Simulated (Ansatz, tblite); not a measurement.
Forces on the cluster TiSi₆⁺ at its PBE0-D4/def2-SVP geometry. Charge 1, multiplicity 2.

The xTB rows come from tblite. No other spin state of charge 1 was run. The structure comes from a short search, and lower isomers may exist.

GFN1-xTB (tblite), largest force 1.74 eV/Å:

```xyz
7
positions Å, forces eV/Å
Ti   -1.901    0.396    0.383   -1.015   -0.133   -0.120
Si    0.196    1.582   -0.194    0.382    1.441   -0.899
Si    0.208   -0.081    1.592    0.403   -0.790    1.489
Si   -0.915    0.031   -1.902   -0.491    0.111   -0.488
Si   -0.900   -1.900    0.170   -0.493   -0.494    0.151
Si    0.985   -0.733   -0.690    0.611   -0.495   -0.470
Si    2.327    0.705    0.640    0.603    0.362    0.337
```

GFN2-xTB (tblite), largest force 3.13 eV/Å:

```
Ti -0.525 -0.167 -0.157
Si 0.137 3.066 -0.640
Si 0.164 -0.420 3.096
Si -0.647 0.377 -1.742
Si -0.632 -1.727 0.503
Si 0.804 -1.239 -1.161
Si 0.699 0.112 0.101
```

PBE-D4/def2-TZVP (Ansatz), largest force 0.16 eV/Å:

```
Ti 0.019 -0.115 -0.108
Si 0.011 0.086 0.053
Si 0.013 0.061 0.081
Si -0.128 -0.047 0.036
Si -0.132 0.027 -0.047
Si 0.094 -0.038 -0.040
Si 0.124 0.025 0.025
```
